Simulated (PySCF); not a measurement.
Species: C5H11ClOSi2.
Structure used (GFN2-xTB), in Å, numbered top down from 1:
```
atom  x, y, z in Å
C1    -2.8255    0.5351    0.3055
Si2   -2.2203   -0.8603   -0.8327
C3    -0.7040   -1.7417   -0.1043
C4     0.5050   -1.2006   -0.1714
Cl5    1.9231   -1.9449    0.5138
C6     0.6909    0.1023   -0.8300
O7    -0.3032    0.7003   -1.2099
C8     2.0580    0.6395   -0.9523
Si9    2.6747    1.1786    0.7949
H10   -2.9950    0.1696    1.3147
H11   -2.1242    1.3597    0.3553
H12   -3.7688    0.9221   -0.0649
H13   -2.1082   -0.5757   -2.2589
H14   -3.2418   -1.9304   -0.7141
H15   -0.8312   -2.6967    0.3802
H16    2.7317   -0.1225   -1.3367
H17    2.0512    1.4891   -1.6317
H18    1.6429    0.9341    1.8007
H19    3.8958    0.4377    1.0987
H20    2.9438    2.6155    0.7208
```

Computed at PBE0/pcSseg-1 (PySCF, non-relativistic), with Q(35Cl) = −0.0817 b, Q(17O) = −0.0256 b: Cl5, 35Cl (I = 3/2): χzz = -71.68 MHz, η = 0.098; O7, 17O (I = 5/2): χzz = 10.31 MHz, η = 0.234.

Question: Where would the pure quadrupole (NQR) lines of 35Cl at Cl5 fall for the rigid, isolated species?

Answer: From ν = (|χ|/2)√(1 + η²/3): ν = 35.90 MHz (vinyl chlorine). For 37Cl the ratio of quadrupole moments, 0.7881, gives 28.29 MHz.

Question: Find the zero-field quadrupole resonance frequencies of 17O at O7.

Answer: From the eigenvalues of H = χ/[4I(2I − 1)] × [3Iz² − I(I + 1) + η(Ix² − Iy²)], steps between neighbouring levels, labelled as for η = 0: ±1/2↔±3/2 1.636 MHz, ±3/2↔±5/2 3.059 MHz (ketone oxygen).

Question: Apply the simplest Townes–Dailey estimate (no s hybridisation, no π bonding), ionic character = 1 − χzz/χ0, where χ0 is the coupling for one missing p electron along the bond: −109.74 MHz for 35Cl.

Answer: Cl5 on C4: 1 − (-71.68)/(-109.74) = 0.35. In this model a purely covalent bond gives χ0 and a free halide ion gives zero; s hybridisation or π bonding, where present, is counted here as ionic character.

In a crystal, neighbours and librations shift these lines. GFN2-xTB bond lengths can be off by several hundredths of an ångström, more for odd bonds, and the gradients follow them. A larger basis could move these couplings by a tenth or more.

One conformer stands for the species.
